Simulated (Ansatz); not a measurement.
Frontier orbitals of CH₆AlBS (`[BH2][AlH][S]C`).

Cartesian coordinates in Å:
```
B -0.0223 1.9376 -0.2049
Al 0.4888 0.6237 1.3795
S 0.3274 -1.5284 1.0615
C -0.2664 -1.6493 -0.6578
H 0.7822 2.3322 -1.0026
H -1.1402 2.3344 -0.3836
H 0.9975 1.0440 2.8236
H -1.1842 -1.0814 -0.8044
H -0.4765 -2.7007 -0.8507
H 0.4939 -1.3121 -1.3607
```

The species carries charge 0 and has multiplicity 1. Geometry: relaxed with PBE0-D4/def2-TZVP. It is one conformer, not always the lowest. Basis def2-TZVPP, the Gaussian-basis code of Ansatz.

Orbital energies of one run (eV). Highest occupied ones, from the top: -5.80, -6.17, -6.88, -8.43, -8.45, -9.56, -10.48, -10.65, -12.25, -15.36, -18.93, -68.76, -68.83, -69.00. Empty: -3.34, -1.73, -0.34, 0.04, 1.17, 1.40.

Problem. Which functional gave them?
A. ωB97M-V
B. BLYP
C. r2SCAN
D. PBE0

Solution. B. HOMO energies: BLYP -5.80, r2SCAN -6.21, ωB97M-V -9.27, PBE0 -7.10 eV.
